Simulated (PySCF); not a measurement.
Several species in one continuum solvent.

All values: B3LYP/def2-SVPD (PySCF, non-relativistic), each on one gas-phase PBE0-D3(BJ)/def2-SVP geometry that isn't relaxed in the solvent. The solvent is an IEF-PCM continuum (van der Waals radii × 1.2). The model holds no explicit solvent molecules, cavitation or dispersion. Spin–orbit coupling is left out although an atom past zinc is present.

Question: Order them by E(solvent) − E(gas) in acetone (ε = 20.49), most negative first (kcal/mol).
A. `[CH2:1]=[CH:2][CH2:3][SiH2:4][C:5]#[C:6][GeH3:7]` with C1–C2–C3–Si4 110°, C2–C3–Si4–C5 55°
B. `[CH:1]#[C:2]/[CH:3]=[CH:4]\[GeH2:5][CH2:6][SiH3:7]` with C3–C4–Ge5–C6 63°, C4–Ge5–C6–Si7 55°
C. `[CH:1]#[C:2][C@H:3]([GeH3:4])[SiH2:5][CH:6]=[CH2:7]` with C2–C3–Si5–C6 -179°, C3–Si5–C6–C7 113°
D. `[CH2:1]=[C:2]([CH3:3])[GeH2:4][C:5]#[C:6][SiH3:7]` with C1–C2–Ge4–C5 125°

Answer: C (-3.3), B (-2.8), A (-2.4), D (-1.9).

```json
{"SMILES": "C#C[C@H]([GeH3])[SiH2]C=C", "charge": "0", "ΔE (kcal/mol)": "-3.3", "polarisation term (kcal/mol)": "-3.7", "HOMO shift (eV)": "-0.06", "dipole gas (D)": "1.27", "dipole solvent (D)": "1.91", "atoms": "17", "lowest singlet, gas (eV)": "5.43", "lowest singlet, solvent (eV)": "5.61"}
{"SMILES": "C#C/C=[CH]\\[GeH2][CH2][SiH3]", "charge": "0", "ΔE (kcal/mol)": "-2.8", "polarisation term (kcal/mol)": "-3.2", "HOMO shift (eV)": "+0.06", "dipole gas (D)": "0.61", "dipole solvent (D)": "0.63", "atoms": "17", "lowest singlet, gas (eV)": "5.01", "lowest singlet, solvent (eV)": "5.04"}
{"SMILES": "C=CC[SiH2]C#[C][GeH3]", "charge": "0", "ΔE (kcal/mol)": "-2.4", "polarisation term (kcal/mol)": "-2.7", "HOMO shift (eV)": "+0.02", "dipole gas (D)": "0.53", "dipole solvent (D)": "0.74", "atoms": "17", "lowest singlet, gas (eV)": "5.49", "lowest singlet, solvent (eV)": "5.49"}
{"SMILES": "C=[C](C)[GeH2][C]#C[SiH3]", "charge": "0", "ΔE (kcal/mol)": "-1.9", "polarisation term (kcal/mol)": "-2.1", "HOMO shift (eV)": "+0.11", "dipole gas (D)": "1.02", "dipole solvent (D)": "1.28", "atoms": "17", "lowest singlet, gas (eV)": "5.54", "lowest singlet, solvent (eV)": "5.59"}
```

The polarisation term is half the interaction of the solute with the induced surface charges. Singlets are vertical TDDFT energies (frozen core, non-equilibrium response), the lowest in each medium.
